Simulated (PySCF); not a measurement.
Benzonitrile, C₇H₅N, SMILES C(#N)c1ccccc1, singlet (CAM-B3LYP/def2-SVP optimised geometry):

```
13

N     -1.988     2.804     0.000
C     -1.411     1.803     0.000
C     -0.693     0.556     0.000
C      0.707     0.555     0.000
C      1.395    -0.652     0.000
C      0.695    -1.857     0.000
C     -0.698    -1.857     0.000
C     -1.396    -0.655     0.000
H      1.247     1.503     0.000
H      2.487    -0.653     0.000
H      1.240    -2.804     0.000
H     -1.246    -2.801     0.000
H     -2.487    -0.645     0.000
```

Computed with CAM-B3LYP/def2-TZVP in PySCF.

**Question.** What are the frontier orbital energies and the dipole moment?

**Answer.** HOMO-2 -11.06 eV, HOMO-1 -9.29 eV, HOMO -9.02 eV, LUMO -0.54 eV, LUMO+1 0.15 eV; dipole moment 4.74 D.

Meta-Löwdin charges at CAM-B3LYP/def2-TZVP: N1 -0.22, C2 0.11, C3 -0.02, C4 -0.09, C5 -0.11, C6 -0.10, C7 -0.11, C8 -0.09, H9 0.13, H10 0.13, H11 0.13, H12 0.13, H13 0.13.
